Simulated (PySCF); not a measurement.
**Correlation energy of Pr⁴⁴⁺ (praseodymium, charge +44)**

[Ne] 3s2 3p3, high-spin 4S determinant. Computed with PySCF 2.14 in an uncontracted even-tempered set (18 s from 9.2 bohr⁻², ratio 2.5; 12 p from 12 bohr⁻², ratio 2.5; 4 d from 48 bohr⁻², ratio 2.7; 4 f from 71 bohr⁻², ratio 2.7), with the spin-free X2C one-electron Hamiltonian (Gaussian nucleus). Frozen: 1s2; 13 electrons correlated; the 21 highest virtual orbitals of each spin left out.

```json
{"level": "CCSD", "correlation energy (mhartree)": "-539.15"}
{"level": "(T)", "correlation energy (mhartree)": "-0.72"}
{"level": "CCSD(T)", "correlation energy (mhartree)": "-539.87"}
```

Diagnostics: T1 = 0.00022, D1 = 0.0007, largest double amplitude 0.020.

Spin-orbit coupling is strong in this species (close to jj coupling), so the high-spin LS determinant is a model state, not a physical level.

Cost of the coupled-cluster step: about 50 core-seconds, for 13 correlated electrons.

Iterations:

```
CC2 = 0
CCSD nocc = (np.int64(8), np.int64(5)), nmo = (80, 80)
frozen orbitals [[0, 81, 82, 83, 84, 85, 86, 87, 88, 89, 90, 91, 92, 93, 94, 95, 96, 97, 98, 99, 100, 101], [0, 81, 82, 83, 84, 85, 86, 87, 88, 89, 90, 91, 92, 93, 94, 95, 96, 97, 98, 99, 100, 101]]
max_cycle = 100
direct = 0
conv_tol = 1e-08
conv_tol_normt = 1e-06
diis_space = 8
diis_start_cycle = 0
Init t2, MP2 energy = -0.526164521301191
Init E_corr(UCCSD) = -0.526164521301192
cycle = 1  E_corr(UCCSD) = -0.536909553629314  dE = -0.0107450323  norm(t1,t2) = 0.00718025
cycle = 2  E_corr(UCCSD) = -0.538762073629653  dE = -0.00185252  norm(t1,t2) = 0.00132546
cycle = 3  E_corr(UCCSD) = -0.53915325505116  dE = -0.000391181422  norm(t1,t2) = 0.000255693
cycle = 4  E_corr(UCCSD) = -0.539150940393304  dE = 2.31465786e-06  norm(t1,t2) = 7.14185e-06
cycle = 5  E_corr(UCCSD) = -0.539150930206659  dE = 1.0186645e-08  norm(t1,t2) = 5.46054e-08
cycle = 6  E_corr(UCCSD) = -0.53915093214707  dE = -1.94041083e-09  norm(t1,t2) = 2.47088e-09
UCCSD converged
E(UCCSD) = -7440.918596690903  E_corr = -0.5391509321470699
UCCSD(T) correction = -0.000723506967609721
```

At this charge the one-electron X2C treatment keeps the bare 1/r₁₂, with no two-electron picture change or Breit term. The effect here is smaller than on the frozen 1s shell; and a scalar Hamiltonian misses the large spin-orbit splitting of the p shells, which matters for ns² → np² pairs.

Spin-orbit coupling is strong in this species, so the high-spin LS determinant is a model state.
